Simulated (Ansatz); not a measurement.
The lowest singlet and triplet of C3H6 (SMILES C[C]C); geometries from B3LYP-D3(BJ)/def2-TZVP, each state relaxed from the structure named, with no frequency check.
Singlet (charge 0, multiplicity 1):
```xyz
9

C      1.2243    -0.0107     0.1054
C     -0.0296     0.2653    -0.6019
C     -1.2103    -0.1147     0.1793
H      1.4677    -0.9965    -0.3372
H      1.1771    -0.1577     1.1967
H      2.0521     0.6400    -0.1785
H     -1.0682    -0.8176     1.0164
H     -2.0817    -0.3751    -0.4225
H     -1.4534     0.8682     0.6283
```

A positive gap puts the triplet lower; no zero-point energy. R- takes a restricted singlet. U- takes an unrestricted singlet (broken symmetry where lower, unprojected). The triplet is unrestricted in single-reference levels. Active spaces average the two states.

Cores are frozen in the correlated methods.

The values were computed with Ansatz (Gaussian orbitals). Each number belongs to the level named beside it.

```csv
level,"gap E(singlet) − E(triplet), vertical, at the singlet's geometry (eV)"
U-HF/cc-pVDZ (spin-contaminated),-0.124
R-HF/cc-pVTZ,0.049
U-PBE0/def2-TZVPP (spin-contaminated),-0.587
R-BHLYP/def2-TZVPP,-0.657
R-CCSD/cc-pVDZ,-0.578
U-CCSD/cc-pVTZ (spin-contaminated),-0.646
"SA-CASSCF(2,2)/cc-pVDZ",-0.388
"SC-NEVPT2 on SA-CASSCF(2,2)/cc-pVTZ",[?]
"FIC-MRCISD+Q on SA-CASSCF(2,2)/cc-pVDZ",[?]
```

**Question.** Fill in the missing entries.

**Answer.** 
- SC-NEVPT2 on SA-CASSCF(2,2)/cc-pVTZ, gap E(singlet) − E(triplet), vertical, at the singlet's geometry (eV): -0.692
- FIC-MRCISD+Q on SA-CASSCF(2,2)/cc-pVDZ, gap E(singlet) − E(triplet), vertical, at the singlet's geometry (eV): -0.606

Doubts at one or more of the structures used: a restricted determinant that unrestricted orbitals would lower (R-HF/cc-pVTZ, R-BHLYP/def2-TZVPP, R-CCSD/cc-pVDZ); T1 above 0.05 (U-CCSD/cc-pVTZ (spin-contaminated)).

Ansatz is a quantum-chemistry and plane-wave program.
